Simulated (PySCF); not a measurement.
## Os²⁺ (osmium, charge +2): UHF calculation

Configuration: [Xe] 4f14 5d5 6p1, high-spin 7P determinant (an excited configuration). Calculation: PySCF 2.14, in aug-cc-pVQZ-PP with ECP60MDF; a scalar-relativistic core potential.

| Item | Value |
| --- | --- |
| Total energy | -88.993819 hartree |
| One-electron energy | -143.1207 hartree |
| Hartree (Coulomb) energy | 62.4170 hartree |
| Exchange energy | -8.2901 hartree |
| ⟨S²⟩ | 12.0019 |
| ⟨L²⟩ | 2.019 |
| Sum of ⟨r⟩ | 20.65 bohr |
| Sum of ⟨r²⟩ | 38.79 bohr² |
| Traceless quadrupole moment −½Σ⟨3z² − r²⟩ along its main axis | -4.91 e·bohr² |
| Time after the integrals | roughly 5 core-seconds |

```csv
shell,electrons,mean orbital energy (eV),spread (eV),"rms radius, mean of both spins (bohr)"
5s α,1,-132.63,0,1.09
5s β,1,-125.40,0,1.09
5p α,3,-88.484,0.098,1.25
5p β,3,-78.273,0.490,1.25
5d α,5,-34.443,0.303,1.74
6p α,1,-18.253,0,3.44
```

Energies and moments cover only the electrons outside the core potential. Spin-orbit coupling, absent here, splits the open shell strongly.
